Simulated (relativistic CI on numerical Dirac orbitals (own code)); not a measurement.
**Cl⁸⁺: sensitivity of the levels to the model**

Base calculation: Dirac-Coulomb-Breit CI, KLI orbitals optimised for each configuration, model QED (radiative potential, 1s self-energy scaled to tabulated hydrogen-like ionisation energies), unscaled Slater integrals.

Configuration list (outside the closed core 1s2): 2s2 2p5, 2s 2p6, 2s2 2p4 3s, 2s2 2p4 3p, 2p6 3s, 2s2 2p4 3d, 2p6 3p, 2p6 3d, 2s 2p5 3s, 2s 2p5 3p, 2s2 2p4 4s, 2s2 2p4 4p, 2s 2p5 3d, 2s2 2p4 4d, 2s2 2p4 4f, 2s2 2p3 3s2. Levels of other configurations are missing.

The lowest level and the first level of each name with at least 55 % of one term (blank where a level has no safe partner in the second run):

```csv
Level,Base (cm⁻¹),Shift (cm⁻¹)
2s2 2p5 2P°_3/2,0,0
2s2 2p5 2P°_1/2,13590,0
2s 2p6 2S_1/2,566301,+1116
2s2 2p4 3s 4P_5/2,1881264,+3970
2s2 2p4 3s 4P_3/2,1889134,+3856
2s2 2p4 3s 4P_1/2,1893968,+3944
2s2 2p4 3s 2P_3/2,1906274,+1804
2s2 2p4 3s 2P_1/2,1915447,+1655
2s2 2p4 3s 2D_5/2,1955245,-2746
2s2 2p4 3s 2D_3/2,1955507,-2728
2s2 2p4 3p 4P°_5/2,1998763,+5669
2s2 2p4 3p 4P°_3/2,2000721,+5527
2s2 2p4 3p 4P°_1/2,2004699,+5679
2s2 2p4 3p 4D°_7/2,2014494,+3679
```

At this charge configurations can still be misplaced by up to about 7 % of their energy.

Q: One thing was changed in a second run, which moved the levels as shown. Which?
A. Breit term removed
B. valence Slater integrals scaled by 0.9
C. configuration mixing switched off
D. QED terms removed

A: B. Valence Slater integrals scaled by 0.9. Scaling acts on the splittings between terms and on the mixing, and leaves the fine structure of pure LS terms nearly alone; in jj coupling it moves the levels of one term differently.
